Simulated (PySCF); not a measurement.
Cartesian coordinates (Å):
SMILES: [SiH3]/C=B\[H]
```xyz
8

B      1.5884     0.1290     0.0522
C      0.6131    -0.8264     0.0169
Si    -0.9561     0.1620    -0.0304
H      2.3380     1.0316     0.0798
H      0.5782    -1.9052     0.0109
H     -0.5886     1.6071    -0.0128
H     -1.8255    -0.1039     1.1467
H     -1.7474    -0.0943    -1.2633
```
Charge 0, multiplicity 1.

Problem. Estimate the HOMO–LUMO gap, LUMO and HOMO that PBE-D3(BJ)/def2-TZVP // r2SCAN-D4/def2-TZVP (PySCF 2.14.0) returns for this input.

Solution. 
HOMO–LUMO gap: 3.74 eV
LUMO: -2.26 eV
HOMO: -6.00 eV
